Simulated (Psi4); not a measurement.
Mo (SMILES [Mo]), septet (core potentials on Mo). Base run: R2SCAN/def2-TZVP in Psi4.

Geometry (Å):
```xyz
1

Mo     0.0000     0.0000     0.0000
```
Charge 0, spin multiplicity 7.
Orbitals are unrestricted.
All else is at Psi4's defaults (density fitting).
Base energy -68.15321 Eh.

Variants of this job, named by their change:

```csv
change,ΔE vs base (µEh),SCF cycles,grid points,basis functions,outcome
base,0.0,8,21436,40,converged
d_convergence = 1e-4,0.0,7,21436,40,converged
diis_max_vecs = 15,0.0,8,21436,40,converged
df_basis_scf = cc-pvtz-jkfit,-,-,-,40,input refused
dft_pruning_scheme = robust,0.0,8,21436,40,converged
guess = huckel,0.0,7,21436,40,converged
scf_type = dfdirj+link,0.0,8,21436,40,converged
scf_type = dfdirj+cosx,0.0,9,21436,40,converged
guess = core,0.0,8,21436,40,converged
guess = gwh,0.0,9,21436,40,converged
d_convergence = 1e-8,0.0,10,21436,40,converged
puream = false,-217,8,21436,46,converged
scf_type = mem_df,0.0,8,21436,40,converged
```

Open shells are given as the SCF converged; they aren't shown to be the lowest states, and a large step between rows can be another state.

- df_basis_scf = cc-pvtz-jkfit: ended with `psi4.driver.qcdb.exceptions.BasisSetNotFound: BasisSet::construct: Unable to find a basis set for atom 1 for key JKFIT among:`
